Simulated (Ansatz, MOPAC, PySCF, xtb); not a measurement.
Pair of molecules: SiH4 (SMILES [SiH4]) (first 5 atoms) with H2Se (SMILES [SeH2]); geometry from B3LYP-D3(BJ)/def2-TZVP, rigid monomers moved along the line of their centres of mass till Si1···Se6 is 4.47 Å.
(charge 0, multiplicity 1):
| atom | x (Å) | y (Å) | z (Å) |
|---|---|---|---|
| Si | 0.1951 | -0.0097 | 0.0356 |
| H | -0.6141 | -1.1760 | 0.4501 |
| H | -0.4440 | 1.2378 | 0.5102 |
| H | 0.2729 | 0.0252 | -1.4451 |
| H | 1.5616 | -0.1160 | 0.5903 |
| Se | -0.1512 | 0.0357 | 4.4945 |
| H | 0.2682 | 1.4377 | 4.3522 |
| H | -1.5453 | 0.3876 | 4.1879 |

```json
[
 {"level": "PM6", "interaction energy (kcal/mol)": "-0.35", "minus CCSD(T)/CBS(def2-SVPD, def2-TZVPPD)": "0.46", "cost": "-"},
 {"level": "PM7", "interaction energy (kcal/mol)": "-0.60", "minus CCSD(T)/CBS(def2-SVPD, def2-TZVPPD)": "0.21", "cost": "-"},
 {"level": "GFN2-xTB", "interaction energy (kcal/mol)": "-0.65", "minus CCSD(T)/CBS(def2-SVPD, def2-TZVPPD)": "0.16", "cost": "-"},
 {"level": "PBE-D4/def2-TZVPPD", "interaction energy (kcal/mol)": "-1.15", "minus CCSD(T)/CBS(def2-SVPD, def2-TZVPPD)": "-0.34", "cost": "×1"},
 {"level": "r2SCAN/def2-TZVPPD", "interaction energy (kcal/mol)": "-0.61", "minus CCSD(T)/CBS(def2-SVPD, def2-TZVPPD)": "0.20", "cost": "×2"},
 {"level": "B3LYP/6-31G* (no counterpoise)", "interaction energy (kcal/mol)": "-0.13", "minus CCSD(T)/CBS(def2-SVPD, def2-TZVPPD)": "0.68", "cost": "-"},
 {"level": "B3LYP/def2-TZVPPD", "interaction energy (kcal/mol)": "0.01", "minus CCSD(T)/CBS(def2-SVPD, def2-TZVPPD)": "0.82", "cost": "×1"},
 {"level": "B3LYP-D3(BJ)/def2-TZVPPD", "interaction energy (kcal/mol)": "-1.04", "minus CCSD(T)/CBS(def2-SVPD, def2-TZVPPD)": "-0.23", "cost": "×1"},
 {"level": "PBE0/def2-TZVPPD", "interaction energy (kcal/mol)": "-0.46", "minus CCSD(T)/CBS(def2-SVPD, def2-TZVPPD)": "0.35", "cost": "×1"},
 {"level": "wB97M-V/def2-TZVPPD", "interaction energy (kcal/mol)": "-0.91", "minus CCSD(T)/CBS(def2-SVPD, def2-TZVPPD)": "-0.09", "cost": "×4"},
 {"level": "MP2/6-31G*", "interaction energy (kcal/mol)": "-0.35", "minus CCSD(T)/CBS(def2-SVPD, def2-TZVPPD)": "0.46", "cost": "-"},
 {"level": "CCSD(T)/def2-SVPD", "interaction energy (kcal/mol)": "-0.76", "minus CCSD(T)/CBS(def2-SVPD, def2-TZVPPD)": "0.05", "cost": "×2"},
 {"level": "CCSD(T)/def2-TZVPPD", "interaction energy (kcal/mol)": "-0.79", "minus CCSD(T)/CBS(def2-SVPD, def2-TZVPPD)": "0.02", "cost": "×100"},
 {"level": "CCSD(T)/CBS(def2-SVPD, def2-TZVPPD)", "interaction energy (kcal/mol)": "-0.81", "minus CCSD(T)/CBS(def2-SVPD, def2-TZVPPD)": "0.00", "cost": "×100"}
]
```

 The comparison column counts from a level with limits of its own.

The rows run from -1.15 (PBE-D4/def2-TZVPPD) to 0.01 kcal/mol (B3LYP/def2-TZVPPD). From def2-SVPD to def2-TZVPPD CCSD(T) changes by -0.03. The dispersion term adds -1.04 in B3LYP-D3(BJ). The 4 functionals in def2-TZVPPD without D3 or D4 span 0.91, from wB97M-V to B3LYP.

Counterpoise-corrected where a basis set is named; no monomer relaxation. Rows marked so take none.

Cores are frozen in the correlated methods. Filled d and f shells under p-block atoms count as core. CBS(a, b) extrapolates the correlation energy as X⁻³ and adds the Hartree–Fock energy of set b. Rows in 6-31G* carry no dispersion term and start afresh at each structure (6-31G* with six Cartesian d functions); the Pople sets are all-electron and without relativity. MP2/6-31G* freezes PySCF's default core, which leaves 3d correlated. The state reached by PM6, PM7 isn't checked; PM7 holds dispersion and hydrogen-bond terms.

Programs: Ansatz (an electronic-structure program); MOPAC for PM6, PM7 (differences of heats of formation); PySCF for 6-31G* rows, the dispersion terms; xtb for the GFN methods. Values without a source in brackets are computed.

Costs are rough ratios of core time to PBE/def2-TZVPPD (about 4 s over the structures, on one shared machine); a dash marks a level with no comparable run of its own.
